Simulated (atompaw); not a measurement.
# What the settings do to the PAW (atompaw) potential of Al

Base potential:

* Element: aluminium
* Generator: atompaw 4.2.0.5
* Type: PAW
* Functional: PBE
* Relativity: scalar-relativistic
* Frozen core: [He]
* Valence charge: 11
* Reference configuration: 2s2 2p6 3s2 3p0 (charge +1)
* Partial waves: 2s (bound): rc 0.90 bohr; 3s (bound): rc 1.25 bohr; 2p (bound): rc 0.70 bohr; 3p (bound, empty): rc 1.25 bohr; 3d channel at 0.5 Ry: rc 1.25 bohr; 3d channel at 2.2 Ry: rc 1.25 bohr
* Local potential: bessel scheme, radius 1.20 bohr
* Core correction: smooth core density matched at 0.80 bohr
* Augmentation charge: besselshape compensation charge, radius 1.00 bohr; PAW radius 1.25 bohr; waves and projectors: custom rrkj vanderbiltortho

All-electron outer shells of the reference configuration (PBE, scalar-relativistic, ld1.x):

| shell | level (eV) | outermost node (bohr) | outermost maximum (bohr) |
| --- | --- | --- | --- |
| 2s | -116.50 | 0.16 | 0.50 |
| 2p | -77.99 | – | 0.43 |
| 3s | -14.81 | 0.80 | 2.01 |
| 3p | -9.05 | 0.81 | 2.39 |

Cutoffs, loose and tight: the cutoffs (Ry, on a coarse ladder) from which the occupation-weighted sum of valence levels, in a spherical-Bessel basis at the reference potential, stays within 10 and 1 mRy of its value at 400 Ry. They see the waves, projectors and local potential, not the compensation charge or the core. A dash means not determined.

| change | outcome | cutoff, loose | cutoff, tight | bound ghosts |
| --- | --- | --- | --- | --- |
| base | generated | 180 Ry | 300 Ry | none |
| local potential bessel scheme, radius 0.88 bohr | failed: atompaw: The overlap operator has at least one negative eigenvalue! | – | – | – |
| core [Ne], valence charge 3; reference 3s2 3p0; waves now 3s (bound): rc 1.70 bohr; 3s channel at 0.35 Ry: rc 1.60 bohr; 3p (bound): rc 1.70 bohr; 3p channel at 0.05 Ry: rc 1.70 bohr; 3d channel at -0.2 Ry: rc 1.30 bohr; 3d channel at 0.3 Ry: rc 1.70 bohr; local potential bessel scheme, radius 1.25 bohr; core correction smooth core density matched at 1.30 bohr; augmentation besselshape compensation charge, radius 1.40 bohr; PAW radius 1.70 bohr; waves and projectors: custom rrkj vanderbiltortho | generated | 10 Ry | 15 Ry | none |
| augmentation besselshape compensation charge, radius 1.00 bohr; PAW radius 1.25 bohr; waves and projectors: custom rrkj gramschmidtortho | generated | 180 Ry | 300 Ry | none |
| augmentation besselshape compensation charge, radius 1.00 bohr; PAW radius 1.25 bohr; waves and projectors: custom polynom vanderbiltortho | generated | 230 Ry | 300 Ry | none |
| wave 2p (bound): rc 0.70 bohr becomes 2p (bound): rc 1.10 bohr | generated | 70 Ry | 140 Ry | none |
| core correction smooth core density matched at 0.70 bohr | generated | 180 Ry | 300 Ry | none |
| wave 2s (bound): rc 0.90 bohr becomes 2s (bound): rc 1.10 bohr | generated | 180 Ry | 300 Ry | none |
| functional LDA (PW92) | generated | 180 Ry | 300 Ry | none |
| local potential troulliermartins scheme with l = 3 at 1 Ry, radius 1.20 bohr | failed: atompaw: The overlap operator has at least one negative eigenvalue! | – | – | – |
